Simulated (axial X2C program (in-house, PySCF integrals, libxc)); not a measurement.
# Low determinants of MnO⁻ at the PBE0 level, spin-free

Computed with an in-house relativistic program for diatomic molecules. Spin-free means the one-electron spin-free X2C Hamiltonian. Basis: Mn dyall-acv3z [10s11p7d4f2g], O dyall-av3z [7s6p3d2f] (cores contracted in-house); Gaussian nuclei, density fitting, unrestricted open shells. Masses: Mn 54.938 u, O 15.995 u.

Search at 1.664 Å (vertical energies from the lowest determinant):

```json
{"ΔE (eV)": "0.00", "state": "M_S = 2, Λ = 0", "electrons beyond evenly filled partner blocks": "π+α, π-α, δ+α, δ-α", "electrons in σ, π, δ, φ": "18 14 2 0"}
{"ΔE (eV)": "0.13", "state": "M_S = 3, Λ = 0", "electrons beyond evenly filled partner blocks": "2 × σα, π+α, π-α, δ+α, δ-α", "electrons in σ, π, δ, φ": "18 14 2 0"}
{"ΔE (eV)": "1.28", "state": "M_S = 3, Λ = 1", "electrons beyond evenly filled partner blocks": "σα, 2 × π+α, π-α, δ+α, δ-α", "electrons in σ, π, δ, φ": "17 15 2 0"}
{"ΔE (eV)": "1.30", "state": "M_S = 2, Λ = 1", "electrons beyond evenly filled partner blocks": "σα, π+α, π+β, π-α, δ+α, δ-α", "electrons in σ, π, δ, φ": "17 15 2 0"}
{"ΔE (eV)": "1.91", "state": "M_S = 2, Λ = 2", "electrons beyond evenly filled partner blocks": "σα, π+α, π-α, δ+α, δ+β, δ-α", "electrons in σ, π, δ, φ": "17 14 3 0"}
{"ΔE (eV)": "2.14", "state": "M_S = 1, Λ = 0", "electrons beyond evenly filled partner blocks": "π+β, π-α, δ+α, δ-α", "electrons in σ, π, δ, φ": "18 14 2 0"}
{"ΔE (eV)": "2.14", "state": "M_S = 1, Λ = 2", "electrons beyond evenly filled partner blocks": "π+α, π+β, δ+α, δ-α", "electrons in σ, π, δ, φ": "18 14 2 0"}
```

Lowest determinant, M_S = 2, Λ = 0 (beyond evenly filled blocks: π+α, π-α, δ+α, δ-α): Re = 1.660 Å, ωe = 797.4 cm⁻¹.

The determinant in row 2 of the search, M_S = 3, Λ = 0 (beyond evenly filled blocks: 2 × σα, π+α, π-α, δ+α, δ-α), was followed along the bond at PBE0; measured from the minimum of the lowest determinant it gives:

Te = 0.088 eV (711 cm⁻¹), Re = 1.717 Å, ωe = 772.9 cm⁻¹.

(1) Compare the bond of the determinant in row 2 with that of the lowest one.

The search compares states at one distance, so a state with another bond length can lie lower; it is not exhaustive and yields mostly the lowest determinant of each block pattern, so other components and higher states of one pattern are missing. These are energies of single determinants, not of spin-adapted states; PBE0 term energies can be off by some tenths of an eV, and the functional has no current term. The lowest determinant need not be the ground state where others lie within half an eV. For an anion, determinants above electron detachment are held by the basis set. The highest occupied level of some functionals is positive through self-interaction error; at Hartree–Fock it is bound. Row 1 is spin-contaminated (⟨S²⟩ = 6.54 against 6.00), so its values are not those of a pure state. Row 1 has a positive highest level at its minimum. Row 2 has a positive highest level at its minimum.

Answers

(1) At PBE0 its Re is 0.057 Å longer and its force constant, which goes as ωe², is 0.94 times that of the lowest determinant. T0 ≈ Te + Δωe/2 = 711 + (-12) = 699 cm⁻¹.
